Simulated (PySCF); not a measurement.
**Two-dimensional NMR puzzle**

Compound of formula C5H8F3PSi. Correlations simulated from computed shifts and the bond graph:

HSQC (one-bond C–H):
```csv
δH,δC
2.51,33.3
2.06,21.4
```

HMBC (two and three bonds, from the bond graph):
```csv
δH,δC
4.37,"265.5, 116.9, 21.4"
2.51,"265.5, 136.3"
2.06,"265.5, 116.9"
```

Carbons without hydrogens: δ 265.5, 136.3, 116.9.

[PySCF 2.14.0 with density-fitted response routines: structure optimised with GFN2-xTB; GIAO PBE0/pcSseg-1 shieldings; fast rotation and ring inversion assumed for equivalent nuclei; one computed conformer; relativity neglected; isolated molecule]

References, each an isolated molecule treated in the same way: 1H, 13C vs TMS.

Exchangeable hydrogens are left out of these lists.

Question: Which molecule is this?

Answer: SMILES CC([SiH3])=C=PCC(F)(F)F.

Structure with atom numbers: `[CH3:1][C:2]([SiH3:3])=[C:4]=[P:5][CH2:6][C:7]([F:8])([F:9])[F:10]` (H(Xn): hydrogen on atom n).

1. δC 265.5 is C4, a cumulene carbon.
2. δC 136.3 is C7, a CF3 carbon.
3. δC 116.9 is C2, a fully substituted alkene carbon.
4. δC 33.3 is C6, an sp3 CH2 bonded to P (δH 2.51).
5. δC 21.4 is C1, an allylic methyl carbon (δH 2.06).
6. HMBC from δH 4.37 reaches the proton-free carbons C4, C2.
7. HMBC from δH 2.51 reaches the proton-free carbons C4, C7.
8. HMBC from δH 2.06 reaches the proton-free carbons C4, C2.

The data come from this structure; uniqueness wasn't tested.

Shifts are as computed. Against solution values, carbons near 30 ppm lie about +3 ppm off and those near 130 ppm about +5 ppm. Of 1211 compounds with measured shifts, 218 miss one by over three times the rms of a fit or turn the order of signals round; such compounds aren't used in these exercises.
